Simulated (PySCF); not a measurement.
# One molecule, several mistakes: AlBCH5O cation

Calculated results; nothing here was measured. The program is PySCF 2.14.0, an open-source quantum chemistry code, run on an isolated molecule that a program drew, which may never have been made. The molecule is AlBCH5O cation (charge +1, singlet), drawn as the SMILES string `O[B+][CH2][AlH2]`.

Each row is a Hartree-Fock (HF) and frozen-core CCSD(T) single point in the cc-pV(D+d)Z basis, meant for a local HF minimum. Run 1 is clean. Each other run has one planted mistake out of seven kinds, and not every kind appears here: one electron removed, one electron added, multiplicity raised by two, geometry at a saddle point, minimal basis STO-3G, one bond length entered in bohr, all coordinates scaled. The reference is restricted for singlets and unrestricted otherwise, and also for a bond in bohr. Adding or removing an electron swaps singlet and doublet. Electrons count all cores. HOMO and LUMO are orbital energies over both spins, the gradient is its largest component, and the lowest frequency (negative if imaginary) is given only where the gradient is small. Bond lengths are over the 8 bonds as drawn. T1 is the CCSD diagnostic: over 0.02 (restricted) or 0.045 (unrestricted) a single reference is doubtful.

Geometry of the clean run:
```xyz
9
AlBCH5O cation, angstrom
O     0.6959    1.4428   -2.2450
B     0.6322    0.3649   -1.6069
C     0.5643   -0.9093   -0.8792
Al    0.0130   -0.7928    1.1038
H     0.5276    2.3384   -1.9634
H     1.5469   -1.3983   -0.8934
H    -0.1660   -1.5732   -1.3594
H    -0.0394   -2.1748    1.8162
H    -0.2740    0.6586    1.6130
```

| run | electrons | basis functions | <S^2> | HOMO (eV) | LUMO (eV) | gradient (hartree/bohr) | lowest frequency (cm^-1) | mean bond (Å) | longest bond (Å) | T1 | HF (hartree) | CCSD(T) (hartree) | mistake |
|---|---|---|---|---|---|---|---|---|---|---|---|---|---|
| 1 | 36 | 90 | 0.000 | -16.24 | -3.04 | 3.7e-05 | 84 | 1.3818 | 2.061 | 0.0143 | -382.04984 | -382.55265 | no fault |
| 2 | 36 | 90 | 0.000 | -16.44 | -3.00 | 4.6e-02 | - | 1.3306 | 1.985 | 0.0131 | -382.03726 | -382.53438 | all coordinates scaled |
| 3 | 36 | 90 | 2.006 | -10.26 | -7.47 | 6.9e-02 | - | 1.3818 | 2.061 | 0.0604 | -381.84770 | -382.34868 | multiplicity raised by two |
| 4 | 36 | 90 | 0.921 | -16.36 | -4.34 | 1.3e-02 | - | 1.5212 | 2.370 | 0.0343 | -381.84350 | -382.31189 | ? |
| 5 | 36 | 29 | 0.000 | -14.40 | 0.66 | 4.2e-02 | - | 1.3818 | 2.061 | 0.0183 | -377.41516 | -377.63127 | ? |

**Which mistake was planted in run 4, and what did it cost?**

The mean bond changes by a factor of 1.101 and the longest by 1.150, so the molecule wasn't scaled as a whole. A length L in bohr read as angstrom grows by (1/0.5292 - 1) L = 0.890 L. The 8 bonds together grew by 8 x 0.1394 = 1.115 Å, which gives L = 1.253 Å. That is bond O1-B2, 1.254 Å in the clean geometry. So the mistake is: one bond length entered in bohr. Subtracting run 1 and multiplying by 627.51 kcal/mol a hartree, the energy moved by 129.5 kcal/mol in HF and 151.1 kcal/mol in CCSD(T).

**Which mistake was planted in run 5, and what did it cost?**

It has 29 basis functions where the clean run has 90, with the same electrons and geometry. So the mistake is: minimal basis STO-3G. Subtracting run 1 and multiplying by 627.51 kcal/mol a hartree, the energy moved by 2908.3 kcal/mol in HF and 3088.2 kcal/mol in CCSD(T).

Cautions from the logs. Run 3: T1 is over the limit, so its CCSD(T) energy is less reliable.
